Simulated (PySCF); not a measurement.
PySCF 2.14 output of a UHF calculation on a single atom or ion in x2c-SVPall (5s3p3d1f, 36 functions), with scalar relativity by spin-free X2C-1e:

```
SCF conv_tol = 1e-09
number electrons alpha = 14  beta = 13
cycle= 1 E= -1518.53257469535  delta_E= -0.00291  |g|= 0.0174  |ddm|= 0.0288
cycle= 2 E= -1518.53262483223  delta_E= -5.01e-05  |g|= 0.00285  |ddm|= 0.00665
cycle= 3 E= -1518.53263376861  delta_E= -8.94e-06  |g|= 0.00149  |ddm|= 0.00498
cycle= 4 E= -1518.53263693449  delta_E= -3.17e-06  |g|= 0.00105  |ddm|= 0.00236
cycle= 5 E= -1518.53264309885  delta_E= -6.16e-06  |g|= 0.000426  |ddm|= 0.00771
cycle= 6 E= -1518.53264427135  delta_E= -1.17e-06  |g|= 0.000215  |ddm|= 0.00362
cycle= 7 E= -1518.53264460528  delta_E= -3.34e-07  |g|= 0.000127  |ddm|= 0.00191
cycle= 8 E= -1518.53264477276  delta_E= -1.67e-07  |g|= 4.48e-05  |ddm|= 0.00174
cycle= 9 E= -1518.53264478913  delta_E= -1.64e-08  |g|= 1.21e-05  |ddm|= 0.000585
cycle= 10 E= -1518.53264478972  delta_E= -5.89e-10  |g|= 1.36e-06  |ddm|= 0.000111
converged SCF energy = -1518.53264478972  <S^2> = 0.75266314  2S+1 = 2.0026614
```

The run itself started from symmetry-adapted Hartree-Fock orbitals and held the occupation by maximum overlap, so the iterations belong to that start.

Problem. Which element, charge and spin multiplicity is this?

Solution. Ni⁺ (nickel, charge +1), multiplicity 2; the state was [Ar] 3d9, 2D determinant.
